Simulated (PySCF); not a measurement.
CuH₄OP, multiplicity 1.

```xyz
7

Cu     0.2142     0.1172     0.3613
O      1.0681     0.5517     1.8613
H      1.5939     1.3513     1.7614
P     -0.8511    -0.4785    -1.4091
H     -0.6204    -1.7536    -1.9917
H     -0.6913     0.2962    -2.5880
H     -2.2710    -0.5304    -1.4118
```
Charge 0, spin multiplicity 1.

Coordinates come from a PBE0-D3(BJ)/def2-SVP optimisation. The spin state was assumed, not searched. The structure was generated by enumeration; whether it is a known compound was not checked. One conformer was computed; it need not be the lowest.

Level of theory: PBE/pcSseg-1 (PySCF). Non-relativistic, no solvent.

Computed absolute GIAO shielding of each atom: isotropic value and principal components (ppm):
| atom | σ(iso) | σ11 | σ22 | σ33 | span |
|---|---|---|---|---|---|
| Cu1 | 645.2 | -84.3 | -77.9 | 2097.6 | 2181.9 |
| O2 | 286.9 | 181.6 | 328.4 | 350.7 | 169.0 |
| H3 | 30.0 | 22.2 | 25.5 | 42.5 | 20.2 |
| P4 | 526.5 | 509.2 | 512.7 | 557.6 | 48.4 |
| H5 | 27.4 | 22.5 | 23.4 | 36.3 | 13.9 |
| H6 | 27.6 | 23.0 | 23.8 | 36.0 | 13.0 |
| H7 | 27.4 | 22.4 | 23.4 | 36.4 | 13.9 |
